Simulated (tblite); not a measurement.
Species: C₅H₇FGeO₂.
Atom-mapped SMILES: `[O:1]=[C:2]([OH:3])[C:4]1=[CH:5][C@@H:6]1[CH2:7][GeH2:8][F:9]` (hydrogens: H10 on O3; H11 on C5; H12 on C6; H13, H14 on C7; H15, H16 on Ge8)

Computed with GFN2-xTB (tblite), gas phase: L-BFGS steps from a force-field or distance-geometry start until the largest atomic force falls under 0.01 eV/Å.

Step 89: E = -789.6632 eV
```
atom  x, y, z in Å  |  force x, y, z in eV/Å
O1      2.0216   -1.3998   -0.7249   -0.032  -0.030   0.034
C2      2.0418   -0.3418   -0.1499    0.025   0.026  -0.070
O3      3.0192    0.0205    0.6933    0.018   0.030   0.025
C4      1.0378    0.6937   -0.2758   -0.040   0.029   0.030
C5      0.5071    1.8203    0.1340    0.011  -0.031  -0.027
C6     -0.1946    1.1475   -1.0053    0.012   0.010   0.016
C7     -1.5157    0.4486   -0.7861    0.039  -0.016  -0.025
Ge8    -1.5660   -0.6119    0.8849   -0.015   0.045  -0.004
F9     -3.1929   -1.2717    0.9073    0.014   0.004   0.029
H10     3.6858   -0.6805    0.7580    0.026  -0.049   0.005
H11     0.5200    2.6457    0.8038   -0.030   0.016  -0.002
H12    -0.0674    1.5618   -2.0034   -0.045   0.013   0.009
H13    -1.7104   -0.2448   -1.6077    0.000   0.010  -0.058
H14    -2.3411    1.1685   -0.7795    0.034  -0.013   0.007
H15    -0.7239   -1.8494    0.9651    0.005  -0.040  -0.006
H16    -1.5289    0.1700    2.1748   -0.024  -0.004   0.038
```

Step 90: E = -789.6637 eV
```
atom  x, y, z in Å  |  force x, y, z in eV/Å
O1      2.0042   -1.4112   -0.6921   -0.028   0.116   0.102
C2      2.0337   -0.3412   -0.1358    0.011  -0.089  -0.108
O3      3.0155    0.0284    0.6993    0.029  -0.009   0.000
C4      1.0336    0.6974   -0.2755    0.015  -0.015   0.015
C5      0.5070    1.8297    0.1217   -0.005  -0.027  -0.033
C6     -0.1954    1.1483   -1.0120    0.002  -0.001   0.016
C7     -1.5189    0.4560   -0.7849    0.023  -0.023  -0.052
Ge8    -1.5529   -0.6225    0.8754   -0.003   0.022   0.034
F9     -3.1877   -1.2657    0.9134    0.029   0.006   0.031
H10     3.6777   -0.6772    0.7739   -0.006  -0.016   0.002
H11     0.5183    2.6583    0.7867   -0.027   0.037   0.009
H12    -0.0661    1.5506   -2.0148   -0.041   0.019   0.015
H13    -1.7281   -0.2299   -1.6107    0.008   0.035  -0.036
H14    -2.3401    1.1813   -0.7625    0.049  -0.032   0.011
H15    -0.7195   -1.8714    0.9299   -0.028   0.003  -0.010
H16    -1.4888    0.1457    2.1765   -0.028  -0.025   0.003
```

Q: Estimate the geometry and energy of step 91. (The exact step hangs on the optimiser's Hessian estimate; all steps are aligned on step 90, rigid shifts and turns removed.)

A: E = -789.6644 eV, largest force 0.062 eV/Å
```
atom  x, y, z in Å  |  force x, y, z in eV/Å
O1      2.0010   -1.4098   -0.6899   -0.020   0.030   0.050
C2      2.0332   -0.3407   -0.1343    0.008  -0.039  -0.045
O3      3.0170    0.0266    0.7000    0.008   0.020  -0.012
C4      1.0315    0.6962   -0.2711    0.023   0.033   0.002
C5      0.5051    1.8305    0.1214   -0.005  -0.028  -0.018
C6     -0.1944    1.1476   -1.0125    0.003  -0.011   0.018
C7     -1.5179    0.4560   -0.7866    0.001  -0.019  -0.052
Ge8    -1.5510   -0.6217    0.8744    0.008  -0.003   0.043
F9     -3.1854   -1.2647    0.9154    0.020   0.004   0.029
H10     3.6792   -0.6787    0.7707    0.007  -0.032   0.005
H11     0.5116    2.6598    0.7860   -0.021   0.027   0.002
H12    -0.0644    1.5484   -2.0157   -0.029   0.019   0.012
H13    -1.7294   -0.2280   -1.6139    0.013   0.039  -0.021
H14    -2.3377    1.1832   -0.7617    0.046  -0.038   0.009
H15    -0.7188   -1.8732    0.9292   -0.037   0.023  -0.012
H16    -1.4870    0.1450    2.1773   -0.025  -0.026  -0.008
```

The energy changes by -0.0006 eV. The first-order estimate −F·Δx gives -0.0009 eV and the mean of the old and new forces, exact on a quadratic surface, -0.0006 eV. The step makes an angle of 75° with the force vector and moves no atom by more than 0.007 Å.

The cost below is that of the whole relaxation. Time: 1.9 s wall. Hardware: an Arm Neoverse N1 with one thread, shared host with 64 logical CPUs at a one-minute load of 60.
